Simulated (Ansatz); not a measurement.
Wavefunction ladder for CH5AlSe, SMILES `C[Se][AlH2]`

```xyz
8

C    -0.842    1.164    0.158
Se    0.589    0.656   -1.087
Al    1.083   -1.427   -0.249
H    -1.743    1.355   -0.422
H    -0.535    2.069    0.678
H    -1.025    0.367    0.875
H     0.247   -1.925    1.002
H     2.226   -2.260   -0.956
```

The species carries charge 0 and has multiplicity 1. Correlated methods include outer-core shells of Se, which these sets cover unevenly. Scalar relativity is left out up to krypton. Geometry: relaxed with PBE0-D4/def2-TZVP. Frozen core, restricted reference, the Gaussian-basis code of Ansatz.

```csv
basis,HF (Eh),MP2 corr.,CCSD corr.,(T),CCSD(T) total
def2-SVP,?,-0.44798,-0.48216,?,?
def2-TZVPP,?,-0.53468,-0.56817,-0.02101,?
def2-QZVPP,-2682.64787,-0.85551,-0.86261,?,?
```

**Question.** Fill in the withheld values. (An estimate is asked.)

**Answer.** Ansatz gave: def2-SVP HF (Eh): -2682.16315; def2-SVP (T): -0.01306; def2-SVP CCSD(T) total: -2682.65837; def2-TZVPP HF (Eh): -2682.59156; def2-TZVPP CCSD(T) total: -2683.18074; def2-QZVPP (T): -0.02639; def2-QZVPP CCSD(T) total: -2683.53687.
